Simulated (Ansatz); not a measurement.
The same atomization along the group F, Cl, Br.

Program: Ansatz. Geometries: PBE0-D4/def2-TZVP. ΔE: electronic, gas phase. CBS: MP2 limit from def2 TZ/QZ plus the TZ coupled-cluster correction, frozen cores. This one scheme is used for every species, atoms too. For atomizations the MP2-based limit and the directly extrapolated one differ by several kJ/mol either way, and by 10 to 25 for some Ge, Se and Sn compounds, so smaller differences from it don't rank the levels. Functionals use def2-TZVPP. No spin–orbit coupling; open shells (•) take unrestricted orbitals. Spin–orbit coupling would lower the free atoms: a little for C, Cl, F; clearly for Br. Bonds to Br are less sure, by a few kJ/mol each and by 10 to 20 or more in all where they break to atoms, as the def2 sets lack core-valence functions. Scalar relativity is left out up to krypton. Each species was taken in one conformer, which may not be the lowest.

```csv
reaction,CCSD/CBS(def2) (kJ/mol),revPBE-D4 (kJ/mol),CCSD(T)/def2-SVP (kJ/mol)
`FCC(F)F` → 3 F• + 2 C• + 3 H•,3048,3104,2953
`ClCC(Cl)Cl` → 3 Cl• + 2 C• + 3 H•,2643,2721,2531
`BrCC(Br)Br` → 3 Br• + 2 C• + 3 H•,2516,2573,2396
```

Q: Give the CCSD(T)/CBS values in the same order. (Estimate.)

A: Ansatz gave: 3102, 2702, 2576 kJ/mol.

Largest T1 diagnostic: 0.011, for `FCC(F)F`.
